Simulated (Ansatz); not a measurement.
CH5NOSi2, SMILES `O=C[SiH]1N[SiH2]1`. The species carries charge 0 and has multiplicity 1. The geometry is a stationary point of PBE0-D4/def2-TZVP. It is one conformer, not always the lowest.

```xyz
10

O    -2.379   -0.842    1.792
C    -1.732   -0.735    0.781
Si    0.075   -0.101    0.782
N     1.029   -0.525   -0.596
Si    0.875    1.173   -0.877
H    -2.195   -0.975   -0.207
H     0.649   -0.261    2.142
H     1.480   -1.331   -0.993
H     2.102    2.001   -0.752
H     0.098    1.596   -2.071
```

(1) What is the dipole moment at B3LYP/def2-TZVPP? (Estimate.)

(2) And with PBE, r2SCAN, ωB97M-V? (Best estimate.)

(3) Give the Mulliken charges with B3LYP, ωB97M-V, PBE in def2-TZVPP. (An estimate is asked.)

Answers

(1) Ansatz gave: 2.98 D, with components (1.99, -0.19, -2.22) D in this frame, pointing from negative to positive charge.

(2) The calculation gave: PBE 2.88 D, r2SCAN 3.00 D, ωB97M-V 2.97 D.

(3) The calculation gave: 
```csv
atom,B3LYP,ωB97M-V,PBE
O1,-0.24,-0.25,-0.20
C2,0.05,0.04,0.05
Si3,0.33,0.28,0.26
N4,-0.41,-0.38,-0.34
Si5,0.26,0.19,0.20
H6,0.06,0.08,0.05
H7,-0.06,-0.02,-0.05
H8,0.13,0.10,0.14
H9,-0.06,-0.02,-0.05
H10,-0.06,-0.02,-0.05
```

B3LYP here is the variant with VWN-RPA as its local correlation; programs differ in this.
